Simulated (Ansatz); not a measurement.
Molecule: C3H3O (charge 0, doublet). It need not be the lowest isomer of its formula. 
Geometry from a B3LYP-D3(BJ)/def2-TZVP (Ansatz, an electronic-structure program) optimisation:
```xyz
7

C      1.9014    -0.0522    -0.0944
C      0.7009    -0.2525    -0.0228
C     -0.6514    -0.4564     0.0567
O     -1.5576     0.5605     0.0508
H      2.9487     0.1121    -0.1563
H     -1.1051    -1.4320     0.1300
H     -1.0887     1.4026    -0.0164
```
Charge 0, spin multiplicity 2.

Basis-set convergence of Hartree-Fock and MP2 correlation energies (hartree) with Ansatz. Cores are frozen in the correlated levels unless marked. Open shells are spin-unrestricted. Spin-orbit coupling is left out. Non-relativistic.

The UHF reference is spin-contaminated (<S^2> 0.20 over the pure value in the largest basis). 

```json
[
 {"basis": "aug-cc-pVDZ", "functions": "119", "E(HF)": "-190.13413", "E(corr, MP2)": "-0.55678"},
 {"basis": "aug-cc-pVTZ", "functions": "253", "E(HF)": "[?]", "E(corr, MP2)": "[?]"}
]
```

### Question
What belongs in the gaps?

### Answer

- aug-cc-pVTZ, E(HF): -190.18153
- aug-cc-pVTZ, E(corr, MP2): -0.67563
